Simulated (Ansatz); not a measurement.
Cost and result for the atomization energy of CH$_{4}$FGe (`[CH3][GeH][F]`) radical (7 atoms, 6 bonds).

Charge 0, multiplicity 2. Correlated methods include outer-core shells of Ge, which these sets cover unevenly. Scalar relativity is left out up to krypton. The geometry is a stationary point of PBE0-D4/def2-TZVP. Program: Ansatz. All runs use 4 threads of an INTEL XEON PLATINUM 8581C on a shared host. Times are those of one run each, without the atoms' runs, and a repeat can differ threefold. Electronic energies, without spin–orbit coupling; frozen cores. CCSD(T)/CBS adds CCSD(T) − MP2 in def2-TZVPP to the MP2 limit, and its time is that of the two runs behind it. T1 = 0.013; ⟨S²⟩ of the reference is 0.75. With those shells the extrapolation isn't a true limit. B3LYP takes the VWN-RPA correlation (the form of Gaussian; ORCA's B3LYP/G). HSE06 is the plane-wave form, built on full-range PBE exchange.

CCSD(T)/CBS is a level of theory with its own doubt, some kJ/mol a heavy atom from the limit and from the frozen cores, so smaller differences don't rank the functionals.

```csv
level,functions,wall time
BLYP-D4/def2-TZVPP,166,1.1 s
revPBE-D4/def2-TZVPP,166,1.1 s
CAM-B3LYP-D4/def2-TZVPP,166,1.7 s
B3LYP-D4/def2-TZVPP (with forces),166,1.8 s
HSE06-D4/def2-TZVPP,166,1.8 s
PBE-QIDH/def2-TZVPP,166,2.2 s
B97M-V/def2-TZVPP,166,3.5 s
CCSD(T)/def2-SVP,80,3.7 s
ωB97X-V/def2-TZVPP,166,4 s
ωB97M-V/def2-TZVPP (with forces),166,4.7 s
MP2/def2-QZVPP,323,8 s
CCSD(T)/def2-TZVPP,166,53 s
CCSD(T)/CBS(def2),–,61 s
```

Q: What atomization energy does each give, and how far from CCSD(T)/CBS? (An estimate is asked.)

A: Computed: 
```csv
level,atomization (kJ/mol),difference from CCSD(T)/CBS,per bond
BLYP-D4/def2-TZVPP,2292.4,-9.9,-1.7
revPBE-D4/def2-TZVPP,2276.6,-25.7,-4.3
CAM-B3LYP-D4/def2-TZVPP,2310.8,8.5,1.4
B3LYP-D4/def2-TZVPP (with forces),2295.3,-7.0,-1.2
HSE06-D4/def2-TZVPP,2292.7,-9.6,-1.6
PBE-QIDH/def2-TZVPP,2285.1,-17.2,-2.9
B97M-V/def2-TZVPP,2316.3,14.0,2.3
CCSD(T)/def2-SVP,2167.4,-134.9,-22.5
ωB97X-V/def2-TZVPP,2308.4,6.1,1.0
ωB97M-V/def2-TZVPP (with forces),2295.6,-6.7,-1.1
MP2/def2-QZVPP,2310.5,8.2,1.4
CCSD(T)/def2-TZVPP,2257.7,-44.6,-7.4
CCSD(T)/CBS(def2),2302.3,0.0,0.0
```

The D4 term adds +15.6 kJ/mol with B3LYP and +8.0 kJ/mol with PBE0; it sums over pairs of atoms, weighted by their polarisabilities, and B3LYP, whose exchange is more repulsive, gets the larger term. From r2SCAN to r2SCAN0 (25 % exact exchange), in def2-TZVPP and without D4, the atomization energy moves by −38.1 kJ/mol: exact exchange takes away binding that semilocal exchange gives to molecules. Leaving LDA and LC-ωPBE aside and taking each functional with its dispersion term where it has one, the values, not all of them listed here, spread over 97.3 kJ/mol, from BHLYP-D4 to PBE-D4. LDA lies +301.0 kJ/mol from PBE without D4, its usual overbinding.

For some Ge, Se and Sn compounds the MP2-based and the directly extrapolated limit differ by 10 to 25 kJ/mol.
